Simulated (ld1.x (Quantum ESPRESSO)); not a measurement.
# Transferability test, TM potential for neon

| Property | Result |
| --- | --- |
| Element | Ne (Z = 10) |
| Generator | ld1.x (Quantum ESPRESSO) 7.5 |
| Type | norm-conserving Troullier–Martins (Kleinman–Bylander form) |
| Functional | PBE |
| Relativity | non-relativistic |
| Frozen core | [He] |
| Valence charge | 8 |
| Reference configuration | 2s2 2p4.5 (charge +1.5) |
| Partial waves | 2s (bound): rc 0.65 bohr; 2p (bound): rc 1.30 bohr; 3d channel at 0.2 Ry: rc 1.20 bohr |
| Local potential | all-electron potential smoothed inside 1.00 bohr (lloc = -1) |
| Core correction | none |

Energies are relative to the spin-unpolarised reference configuration 2s2 2p4.5; without spin polarisation the order of configurations can differ from experiment. The frozen-core shift is the all-electron ΔE with the core orbitals held at their reference shape minus the fully relaxed ΔE.

```csv
valence configuration,charge,ΔE all-electron (eV),error AE − PS (meV),frozen-core shift (meV)
2s2 2p6,0,-41.313,+48,+0.2
2s2 2p4,+2,24.460,+23,+0.1
2s2 2p5.5,+0.5,-32.437,+33,+0.1
2s1 2p6,+1,4.436,+131,+0.4
2s2 2p2,+4,186.522,+1413,+7.9
```

**Question.** What are ΔE and the potential's error for 2s2 2p3?

**Answer.** ΔE = 91.897 eV all-electron; the error (AE − PS) is +336 meV.

**Question.** What are ΔE and the potential's error for 2s2 2p5?

**Answer.** ΔE = -18.822 eV all-electron; the error (AE − PS) is +12 meV.
